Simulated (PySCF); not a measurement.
## Cost of response and excited-state runs on `C=C/C=C\[C@@H](C)S(=O)(=O)O`, C6H10O3S

Numbering as in the mapped SMILES `[CH2:1]=[CH:2]/[CH:3]=[CH:4]\[C@@H:5]([CH3:6])[S:7](=[O:8])(=[O:9])[OH:10]`. Hydrogens are named by the atom that carries them. Ha(C1) is cis to C3; Hb(C1) is trans to C3.

PySCF with density fitting, on 1 thread of an Arm Neoverse V1, shared host. Command: `OMP_NUM_THREADS=1 python excited_run.py task.json out`

How long does each of these runs take, and how much memory?
- open-shell absorption, M06-2X/3-21G; spin flip; reference multiplicity 3; 25 states; Tamm-Dancoff; SCF tolerance 1e-07 Eh; level shift 0.3 Eh
- open-shell absorption, M06-2X/def2-SVP; 8 states; spin flip; reference multiplicity 3; writes grids


| run | level | basis functions | wall time | peak memory (GiB) |
| --- | --- | --- | --- | --- |
| open-shell absorption | M06-2X/3-21G | 114 | 46 s | 0.61 |
| open-shell absorption | M06-2X/def2-SVP | 194 | 83 s | 0.73 |

Times from a shared host are rough.
